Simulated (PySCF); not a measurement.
All values below come from B3LYP-D3(BJ)/def2-TZVP // PBE0-D4/def2-TZVP (PySCF). Isolated molecules, 0 K electronic values unless said otherwise. B3LYP has the VWN-RPA correlation part, as in Gaussian. Delta-SCF ions had no search for a lower state. 

Reference species (SMILES): `CCC#N` (neutral, multiplicity 1).

```yaml
dipole_moment: 4.10 D
HOMO: -9.08 eV
vertical ionisation energy (Delta-SCF): 11.80 eV
```

Changed species: `C1C(=C1)N`.

Give the shifts of the dipole moment, HOMO and vertical ionisation energy (Delta-SCF).

the dipole moment drops by 2.03 D, to 2.07 D; the HOMO rises by 3.44 eV, to -5.64 eV; the vertical ionisation energy (Delta-SCF) drops by 3.72 eV, to 8.08 eV.
